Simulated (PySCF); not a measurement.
## How the method moves the HOMO and LUMO of `COC1CCCCC1`

Species: C7H14O.
Z-matrix (Å and degrees, PBE0-D3(BJ)/def2-SVP geometry), rows numbered from 1:
```
C 
O   1  1.3922
C   2  1.4052  1  115.39
C   3  1.5276  2  112.79  1   -73.21
C   4  1.5254  3  111.55  2  -175.09
C   5  1.5247  4  111.47  3    55.30
C   6  1.5251  5  111.08  4   -55.03
C   3  1.5201  2  107.24  1   164.38
H   1  1.1087  2  111.87  3   -53.73
H   1  1.0994  2  107.68  3  -172.62
H   1  1.1068  2  113.15  3    68.22
H   3  1.1135  2  109.15  1    47.07
H   4  1.1017  3  110.45  2    62.05
H   4  1.1044  3  107.60  2   -54.13
H   5  1.1053  4  109.25  3   -65.39
H   5  1.1017  4  110.08  3   178.48
H   6  1.1019  5  110.48  4  -178.03
H   6  1.1049  5  109.10  4    65.32
H   7  1.1052  6  109.12  5   -66.13
H   7  1.1016  6  110.61  5   177.48
H   8  1.1041  3  107.59  2    57.02
H   8  1.1011  3  108.84  2   -58.07
```

Basis pcSseg-1 throughout (PySCF), one geometry. Geometry: PBE0-D3(BJ)/def2-SVP, one conformer, isolated molecule.

Q: How do the orbital energies, the gap and the dipole change with the method?

A: 
```
   method                    kind  HOMO (eV)  LUMO (eV)  gap (eV)  μ (D)  SCF cycles
      PBE                     GGA      -5.60       0.57      6.17   1.11          15
    B97-D                     GGA      -5.64       0.72      6.36   1.14          14
      LDA                     LDA      -5.72       0.39      6.10   1.16          15
     PBE0           global hybrid      -7.16       1.41      8.57   1.22          13
 mPW1PW91           global hybrid      -7.20       1.44      8.64   1.23          13
BHandHLYP           global hybrid      -8.66       2.10     10.76   1.30          12
  wB97X-D  range-separated hybrid      -9.07       3.22     12.29   1.25          13
  LC-wPBE  range-separated hybrid      -9.89       3.59     13.47   1.30          12
```

The HOMO spans 4.29 eV, from PBE down to LC-wPBE, and the gap runs from 6.10 eV (LDA) to 13.47 eV (LC-wPBE). Over the methods PBE (0 %), B97-D (0 %), LDA (0 %), PBE0 (25 %), mPW1PW91 (25 %), BHandHLYP (50 %), a straight line through the gap against the share of exact exchange rises by 0.92 eV for each 10 % (correlation coefficient 0.998). The dipole ranges from 1.11 D (PBE) to 1.30 D (BHandHLYP). This basis has no diffuse functions.

The vertical ΔSCF ionisation energy at PBE0/def2-SVPD is 9.17 eV; −ε(HOMO) comes closest to it with wB97X-D (9.07 eV).
